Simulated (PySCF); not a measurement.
# Checking a proposed structure

A compound C5H13FOSi2 gives the data below (simulated from a calculation) and was assigned the structure `CC[C@H]1C[Si@](F)(O[SiH3])C1`.

¹³C{¹H} NMR (computed): δ 91.8 (CH2), 80.9 (C), 53.8 (CH2), 19.0 (CH2, 2C).

¹H NMR (400 MHz, computed): δ 4.75 (m, 2H), 4.57 (m, 1H), 4.34 (m, 1H), 3.87 (t, 3H), 3.64 (q, 2H), 1.64 (m, 2H), 1.61 (m, 2H).

PySCF 2.14.0 with density-fitted response routines calculation with shielding tensors at PBE0/pcSseg-1 (GIAO) and coordinates at the GFN2-xTB level; single conformer, rapidly exchanging positions averaged, no relativistic terms, no solvent model.

References, each an isolated molecule treated in the same way: ¹H, ¹³C against TMS.

Question: Compare with the shifts computed for the proposed structure, pairing carbons in order of shift.

Answer: Atoms are numbered as in `[CH3:1][CH2:2][C@H:3]1[CH2:4][Si@:5]([F:6])([O:7][SiH3:8])[CH2:9]1`. Each H is labelled by its parent atom.

```tsv
atom	computed for proposal	given list	difference
C4	37.7	91.8	-54.1
C9	37.7	80.9	-43.2
C2	36.8	53.8	-17.0
C3	25.9	19.0	+6.9
C1	15.3	19.0	-3.7
```

The rms difference is 32.1 ppm and the largest -54.1 ppm at C4 (sp3 CH2 bonded to Si). The carbon types in order of shift don't match either: CH2, CH2, CH2, CH, CH3 for the proposal against CH2, C, CH2, CH2, CH2 in the data. The proposal doesn't fit.

Question: Which isomer fits?

Answer: `FCC1(OC[SiH3])C[SiH2]C1`.

1. Carbon types of the structure: 1 × C, 4 × CH2, leaving 5 H on heteroatoms.
2. δC 91.8: sp3 CH2 bonded to F; pulled downfield by the heteroatom.
3. δC 80.9: fully substituted sp3 carbon bonded to O; pulled downfield by the heteroatom.
4. δH 4.75: hydrogen on an sp3 CH2 bonded to F; its carbon carries F, an electronegative neighbour.
5. δH 3.64: hydrogen on an sp3 CH2 bonded to O and Si; its carbon carries O, which withdraws density.

This is the structure that produced the data.

Splittings by ¹⁹F in the carbon and heteronuclear signals aren't shown, as no couplings were computed. Shifts are as computed. Against solution values, carbons near 30 ppm lie about +3 ppm off and those near 130 ppm about +5 ppm. Of 1309 compounds with measured shifts, 239 miss one by over three times the rms of a fit or turn the order of signals round; such compounds aren't used in these exercises. No couplings were computed; multiplicities are counted from neighbouring protons, with m where these are inequivalent, close in shift, in a saturated or five-membered ring or joined by F or P, and br s for small geminal =CH2 splittings.
